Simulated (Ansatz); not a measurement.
Geometry optimisation, DFT PBE, scalar-relativistic, plane waves, PAW (Ansatz).

input.yaml

```yaml
crystal:
  lattice:
    - [0.0, 5.43, 5.43]
    - [5.43, 0.0, 5.43]
    - [5.43, 5.43, 0.0]
  atoms:
    - { symbol: Si, position: [0.0, 0.0, 0.0] }
    - { symbol: Si, position: [0.125, 0.125, 0.125] }
    - { symbol: Si, position: [0.0, 0.0, 0.5] }
    - { symbol: Si, position: [0.125, 0.125, 0.625] }
    - { symbol: Si, position: [0.0, 0.5, 0.0] }
    - { symbol: Si, position: [0.125, 0.625, 0.125] }
    - { symbol: Si, position: [0.0, 0.5, 0.5] }
    - { symbol: Si, position: [0.125, 0.625, 0.625] }
    - { symbol: Si, position: [0.5, 0.0, 0.0] }
    - { symbol: Si, position: [0.625, 0.125, 0.125] }
    - { symbol: Si, position: [0.5, 0.0, 0.5] }
    - { symbol: Si, position: [0.625, 0.125, 0.625] }
    - { symbol: Si, position: [0.5, 0.5, 0.0] }
    - { symbol: Si, position: [0.625, 0.625, 0.125] }
    - { symbol: Si, position: [0.5, 0.5, 0.5] }
    - { symbol: Si, position: [0.625, 0.625, 0.625] }
    - { symbol: Ti, position: [0.259759, 0.7442539, 0.7436589] }
basis:
  ecutwfc: 420.0
kpoints:
  mp_grid: { grid: [2, 2, 2] }
hamiltonian:
  xc: pbe
  pseudopotentials: { kind: paw, azcp: { folder: soft_1 } }
scf:
  occupations: { method: gaussian, width: 0.02 }
  lower_state_search: "off"
relax:
  f_tol: 0.03
  max_steps: 60
  adjacent_minimum: "off"
output:
  write_density: true
  write_potential: true
  elf: true
  volumetric_format: npy
```

Launched with:

```bash
$ ansatz run input.yaml --threads 1 --pin off --max-ram 3072MiB --backend cpu --events-out ev --progress --plain --runs-dir out
```

Where does it end, and by what steps?

It converged. The force dipped under the threshold on the way, but the program's further checks kept it going. Limits of this set-up: coarse k mesh. After 11 steps the energy has fallen by 0.432 eV; Si8 moved furthest, 0.10 Å.

```json
{"step": "0", "energy less start (eV)": "0.0000", "largest force component (eV/Å)": "1.395", "accepted": "yes"}
{"step": "1", "energy less start (eV)": "-0.3995", "largest force component (eV/Å)": "0.412", "accepted": "yes"}
{"step": "2", "energy less start (eV)": "-0.4289", "largest force component (eV/Å)": "0.052", "accepted": "yes"}
{"step": "3", "energy less start (eV)": "-0.4295", "largest force component (eV/Å)": "0.055", "accepted": "yes"}
{"step": "4", "energy less start (eV)": "-0.4305", "largest force component (eV/Å)": "0.024", "accepted": "yes"}
{"step": "5", "energy less start (eV)": "-0.4308", "largest force component (eV/Å)": "0.027", "accepted": "yes"}
{"step": "6", "energy less start (eV)": "-0.4311", "largest force component (eV/Å)": "0.018", "accepted": "yes"}
{"step": "7", "energy less start (eV)": "-0.4314", "largest force component (eV/Å)": "0.021", "accepted": "yes"}
{"step": "8", "energy less start (eV)": "-0.4315", "largest force component (eV/Å)": "0.020", "accepted": "yes"}
{"step": "9", "energy less start (eV)": "-0.4316", "largest force component (eV/Å)": "0.011", "accepted": "yes"}
{"step": "10", "energy less start (eV)": "-0.4317", "largest force component (eV/Å)": "0.009", "accepted": "yes"}
{"step": "11", "energy less start (eV)": "-0.4318", "largest force component (eV/Å)": "0.013", "accepted": "yes"}
```

```xyz
17
Lattice="0.0000 5.4300 5.4300 5.4300 0.0000 5.4300 5.4300 5.4300 0.0000" Properties=species:S:1:pos:R:3
Si 0.037 0.002 0.020
Si 1.335 1.392 1.378
Si 2.710 2.699 0.000
Si 4.129 4.036 1.423
Si 2.691 -0.001 2.676
Si 4.109 1.384 4.033
Si 5.424 2.679 2.712
Si 6.718 4.029 4.011
Si -0.001 2.742 2.716
Si 1.348 4.067 4.067
Si 2.732 5.434 2.762
Si 4.090 6.825 4.055
Si 2.711 2.740 5.431
Si 4.077 4.066 6.796
Si 5.385 5.431 5.410
Si 6.745 6.812 6.831
Ti 8.140 5.412 5.430
```

Time of the run: 73 s on 1 thread of Arm Neoverse V2 (shared host), peak memory 0.57 GiB.
